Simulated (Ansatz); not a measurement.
A run for Ansatz (a program for electronic structure): R-r2SCAN/def2-TZVPP on F2GeH3N (SMILES [NH2][GeH]([F])[F]), a point of a torsion scan.

Ansatz 0.2 input:
```yaml
crystal:
  periodic: [false, false, false]
  atoms:
    - {symbol: N, position_ang: [1.12772400, -0.08132619, -0.18804270]}
    - {symbol: Ge, position_ang: [-0.63711756, 0.04446229, 0.00491437]}
    - {symbol: F, position_ang: [-1.13196654, -0.19226219, 1.65481181]}
    - {symbol: F, position_ang: [-1.27390146, -1.38580029, -0.69866392]}
    - {symbol: H, position_ang: [1.70883466, 0.73656929, -0.09630502]}
    - {symbol: H, position_ang: [1.58098252, -0.88805184, 0.21901694]}
    - {symbol: H, position_ang: [-1.35855382, 1.21997151, -0.53489576]}
basis:
  gaussian:
    orbitals: def2-TZVPP
hamiltonian:
  xc: {name: r2SCAN}
scf: {lower_state_search: off}
```

Output:

```
WARN ansatz: RAYON_NUM_THREADS=1 ignored (pool sized by the plan → 1); use --threads N
Functional definition: r2SCAN
these checks for a lower state are left out or cut short: stability, starts, cluster_reference, orbital_swaps, neighbouring_geometries, increment
integrals: 0.09 GiB planned
1002 factors; their error is unknown
mean field: 0.67 GiB planned
mean field evaluation 1: about -63483.1286 eV, gradient 8.1e1 eV
mean field evaluation 2: about -63455.9618 eV, gradient 1.4e2 eV
mean field evaluation 4: about -63493.3631 eV, gradient 7.5e0 eV
mean field evaluation 8: about -63493.4531 eV, gradient 2.1e-1 eV
mean field evaluation 16: about -63493.4376 eV, gradient 9.6e-5 eV
mean field -63493.43761788 eV, -2333.3407950593 hartree, gradient 7.0e-6 eV, S^2 0.000000; 0 other end points of the search recorded, 0 dependent functions left out
reference -63493.43762619 eV, -2333.3407953648 hartree; 30, 30 occupied and 153, 153 virtual orbitals, 1002 factors
Total energy: -63493.43762619 eV, -2333.3407953648 hartree
Checks for a lower state left out: stability, starts, cluster_reference, orbital_swaps, neighbouring_geometries, increment
```

The calculation finished and met its thresholds.

Cost: roughly 3 core-seconds.
